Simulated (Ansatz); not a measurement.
The cluster Na₃Cl₃⁻, relaxed as a doublet with UKS PBE-D4/def2-SVPD in Ansatz, starting from the GFN1-xTB geometry. Force threshold 0.02 eV/Å.

The highest occupied level of the charge -1 doublet lies above zero (up to 0.49 eV). It is a level of α spin, whose loss leaves a singlet; that state wasn't run at this geometry and level. The electron is either unbound and held by the finite basis, or the level is raised by self-interaction error. The relaxation made no stability test and no search for a lower SCF solution. The structure comes from a short search, and lower isomers may exist.

Start:

```tsv
atom	x (Å)	y (Å)	z (Å)
Na1	-2.068	0.062	0.070
Na2	0.104	-2.074	-0.111
Na3	0.883	0.914	-0.188
Cl4	-1.232	2.346	-0.824
Cl5	2.349	-1.096	-1.009
Cl6	-0.035	-0.152	2.062
```

Q: Estimate the energy that the relaxation releases and the steps that it takes.

A: 0.24 eV, in 5 steps; 10 s on 4 threads of Intel Xeon Platinum 8488C on a shared host. No frequencies were taken in this run, so the end may be a saddle point.

Q: Does the start keep its bonding?

A: By distances, no bond broke or formed. The bond that changes most is Na2–Cl6, from 2.90 to 2.66 Å (atoms count from 1). The end is the same structure that another start reached, the lowest one found.

Q: Predict the relaxed structure.

A: 
Cartesian coordinates in Å:
```
Na -2.256 0.293 0.262
Na 0.365 -2.250 0.092
Na 0.956 0.991 -0.161
Cl -1.145 2.334 -0.926
Cl 2.315 -1.014 -1.127
Cl -0.235 -0.355 1.859
```
Bond lengths (bridged metal pairs left out): 7 × Cl–Na 2.61 to 2.70 Å.
